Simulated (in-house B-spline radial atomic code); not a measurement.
As⁵⁺: [Ne] 3s2 3p5 3d10 7g1 (an excited or competing configuration)

Method: Dirac-Hartree-Fock, average of configuration, Fermi nucleus of rms radius 4.0968 fm. Calculated with a radial B-spline atomic code at the basis-set limit.

Effective charges: Z_r = [3n² - l(l+1)]/(2<r>) from the radius, Z_e = n√(-2ε) from the energy, and Slater's rules. Values are occupation-weighted means over j.

```
shell  electrons   ε (eV)  <r> (bohr)    Z_r    Z_e  Slater
   1s          2   -12056     0.04547  32.99  29.77   32.70
   2s          2  -1672.3      0.2017  29.75  22.17   28.85
   2p          6  -1474.3      0.1772  28.22  20.82   28.85
   3s          2  -316.63      0.5906  22.86  14.47   22.10
   3p          5  -255.84      0.6047  20.67  13.01   22.10
   3d         10  -149.43       0.632  16.61   9.94   12.85
   7g          1  -10.002       10.57   6.01   6.00       -
```

The least bound orbital is 7g9/2 at -10 eV, and it is also the most diffuse (<r> = 10.57 bohr). The part-filled 3p shell lies below the filled 3d shell in orbital energy.

Spin-orbit splittings of the orbital energies (j = l + 1/2 above j = l - 1/2 when positive): 2p 37.01 eV, 3p 5.43 eV, 3d 0.8321 eV, 7g 9.492e-05 eV.

For the 1s electron the small component carries 1.43 % of the norm, the zero-frequency Breit interaction raises the level by 17.79 eV, self-energy by 9.313 eV, and vacuum polarisation lowers it by 0.9156 eV.
